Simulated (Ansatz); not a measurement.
In₁₀N₉H₂₆⁻, a nanocrystal cut from wurtzite InN (hydrogen-capped). Total charge -1; singlet. Geometry r2SCAN-D4/def2-SVP, basis def2-SVP, Ansatz.

```tsv
run	HOMO (eV)	LUMO (eV)
A	-3.09	1.20
B	-4.00	1.83
C	-2.86	0.99
D	-6.21	3.74
E	-2.70	1.11
```

In the def2 sets In takes a core potential; there is no spin–orbit coupling. Single mean-field runs in def2-SVP are fitted with def2-universal-jkfit.

Q: The runs used BLYP, PBE, PBE0, r2SCAN, ωB97X-V. Estimate which is which.

A: A r2SCAN (0 % exact exchange); B PBE0 (25 % exact exchange); C PBE (0 % exact exchange); D ωB97X-V (range-separated); E BLYP (0 % exact exchange). Exact exchange lowers occupied and raises empty levels; among semilocal functionals meta-GGAs tend to open the gap a little, and such runs are hard to tell apart. The gap grows from 3.81 eV (BLYP) to 9.95 eV (ωB97X-V).
